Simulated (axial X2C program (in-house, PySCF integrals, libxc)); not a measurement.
# Density and ELF of GaTa

All values were computed with an in-house relativistic program for diatomic molecules. Spin-free means the one-electron spin-free X2C Hamiltonian. Basis: Ta dyall-cv3z [13s14p9d7f4g], Ga dyall-cv3z [9s9p7d4f1g] (cores contracted in-house); Gaussian nuclei, density fitting, unrestricted open shells. Masses: Ta 180.948 u, Ga 68.926 u.

PBE0, without spin–orbit coupling, state M_S = 2, Λ = 2 (beyond evenly filled blocks: σα, π+α, π-α, δ+α); Ta at z = 0, Ga at z = 2.611 Å.

The maps cover the half plane through the axis: z from -2.4 to 4.8 Å along the bond, ρ from 0.15 to 2.25 Å away from it.

log10 of the density in e/bohr³:

```
 ρ\z  -2.4  -1.8  -1.2  -0.6   0.0   0.6   1.2   1.8   2.4   3.0   3.6   4.2   4.8
0.15  -2.8  -2.2  -1.4  -0.1   1.8  -0.1  -1.2  -1.0   0.9   0.4  -1.3  -2.0  -2.7
0.45  -2.8  -2.2  -1.6  -0.4   0.4  -0.4  -1.3  -1.1   0.1  -0.3  -1.4  -2.1  -2.8
0.75  -2.9  -2.3  -1.7  -1.0  -0.5  -1.0  -1.4  -1.4  -0.9  -1.1  -1.6  -2.2  -2.9
1.05  -3.0  -2.5  -2.0  -1.5  -1.2  -1.4  -1.7  -1.7  -1.5  -1.5  -1.9  -2.4  -3.0
1.35  -3.2  -2.7  -2.2  -1.8  -1.6  -1.7  -1.9  -2.0  -1.9  -1.9  -2.2  -2.7  -3.2
1.65  -3.4  -2.9  -2.4  -2.1  -2.0  -2.0  -2.2  -2.3  -2.3  -2.3  -2.5  -2.9  -3.5
1.95  -3.5  -3.1  -2.7  -2.4  -2.3  -2.4  -2.5  -2.6  -2.6  -2.7  -2.9  -3.2  -3.7
2.25  -3.8  -3.3  -3.0  -2.7  -2.6  -2.7  -2.8  -2.9  -3.0  -3.1  -3.2  -3.6  -4.0
```

Electron localisation function (collinear form, no current term, damped to 0 at low density):

```
 ρ\z  -2.4  -1.8  -1.2  -0.6   0.0   0.6   1.2   1.8   2.4   3.0   3.6   4.2   4.8
0.15  0.47  0.40  0.24  0.57  0.26  0.54  0.40  0.17  0.66  0.72  0.37  0.92  0.88
0.45  0.45  0.41  0.23  0.59  0.34  0.55  0.44  0.22  0.59  0.38  0.48  0.92  0.85
0.75  0.42  0.43  0.23  0.38  0.56  0.36  0.51  0.36  0.18  0.19  0.66  0.91  0.79
1.05  0.36  0.45  0.30  0.23  0.31  0.29  0.56  0.48  0.26  0.37  0.78  0.88  0.64
1.35  0.26  0.44  0.39  0.29  0.28  0.38  0.55  0.46  0.40  0.57  0.80  0.80  0.38
1.65  0.15  0.39  0.44  0.41  0.40  0.45  0.48  0.34  0.36  0.55  0.68  0.59  0.13
1.95  0.06  0.29  0.42  0.45  0.44  0.43  0.36  0.21  0.22  0.35  0.43  0.27  0.03
2.25  0.02  0.14  0.32  0.39  0.39  0.34  0.23  0.12  0.10  0.15  0.16  0.06  0.00
```

Axial spin density in 10⁻³ e/bohr³:

```
 ρ\z  -2.4  -1.8  -1.2  -0.6   0.0   0.6   1.2  1.8   2.4   3.0  3.6  4.2  4.8
0.15  -0.4   0.0  13.1  95.6  17.0  73.9  29.4  7.3  26.6  -1.6  6.9  2.2  0.5
0.45  -0.4   0.0   9.6  69.7  18.8  63.4  25.5  8.5  -0.9   3.1  5.8  1.9  0.5
0.75  -0.3  -0.1   5.6  36.3  56.7  41.5  19.0  8.5   2.7   4.6  4.0  1.4  0.4
1.05  -0.2  -0.1   2.9  16.4  29.9  22.9  12.3  6.7   3.7   3.5  2.5  0.9  0.3
1.35  -0.2  -0.1   1.4   7.0  13.1  11.4   7.2  4.3   2.8   2.2  1.4  0.6  0.2
1.65  -0.1  -0.1   0.6   3.0   5.5   5.4   3.9  2.5   1.7   1.2  0.8  0.3  0.1
1.95  -0.1  -0.1   0.2   1.2   2.3   2.5   1.9  1.4   1.0   0.7  0.4  0.2  0.1
2.25   0.0  -0.1   0.1   0.5   0.9   1.1   0.9  0.7   0.5   0.4  0.2  0.1  0.0
```

The state is one determinant whose occupation by symmetry is held fixed; it was picked as the lowest of a PBE0 search that is not exhaustive. Other states lie close and PBE0, whose exact exchange favours high spin, may order them wrongly; the determinant shown need not be the ground state. The nearest other spin-free determinant of the search, M_S = 3, Λ = 0, lies 0.25 eV up at the distance of the search. The functionals have no current-density term, which raises determinants with orbital currents, atoms included.
